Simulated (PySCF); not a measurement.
Highest occupied level (eV) of eight silicon and germanium compounds: PBE beside r2SCAN, computed with PySCF for isolated molecules in the bases named; differences from unrounded values. The eight are the first of their class met in an unordered collection, after screening for sound electronic states; none was chosen by its value. Each molecule has one DFT geometry for both levels.

```csv
molecule,basis,r2SCAN,PBE,difference
"C2H12OSi3, SMILES [Si@H](C[SiH3])(OC)[SiH3]",def2-TZVP,-6.82,-6.51,0.31
"Si(H)2(OMe)(PH2) (CH₇OPSi), SMILES CO[SiH2]P",def2-TZVP,-6.47,?,?
"Si(CF3)(Cl)2(H) (CHCl₂F₃Si), SMILES FC(F)(F)[SiH](Cl)Cl",def2-TZVP,-8.31,?,?
"CH13NSi4, SMILES [SiH3][SiH2][Si@H](C[SiH3])N",def2-TZVP,-5.98,-5.73,0.24
"C2H10O2Si2, SMILES OC[SiH]([SiH3])CO",def2-TZVP,-6.10,-5.80,0.31
"C3H8FNSi, SMILES C(/C)=N\[C@@H]([SiH3])F",def2-TZVP,-6.67,-6.36,0.31
"CH10FNSi3, SMILES N[SiH2][Si@@H](F)C[SiH3]",def2-TZVP,-6.31,?,?
"C₃H₆N₂Si, SMILES [SiH3]/N=C/CC#N",def2-TZVP,-6.68,-6.39,0.29
```

Problem. What belongs in the gaps? (The exact figures need the calculation; the answer reports its results.)

Solution. 
- Si(H)2(OMe)(PH2) (CH₇OPSi), SMILES CO[SiH2]P, PBE: -6.21
- Si(H)2(OMe)(PH2) (CH₇OPSi), SMILES CO[SiH2]P, difference: 0.27
- Si(CF3)(Cl)2(H) (CHCl₂F₃Si), SMILES FC(F)(F)[SiH](Cl)Cl, PBE: -7.93
- Si(CF3)(Cl)2(H) (CHCl₂F₃Si), SMILES FC(F)(F)[SiH](Cl)Cl, difference: 0.38
- CH10FNSi3, SMILES N[SiH2][Si@@H](F)C[SiH3], PBE: -6.01
- CH10FNSi3, SMILES N[SiH2][Si@@H](F)C[SiH3], difference: 0.30

PBE lies below r2SCAN in 0 and above it in 8 of the eight; the mean signed difference is 0.30 and the largest 0.38 eV.
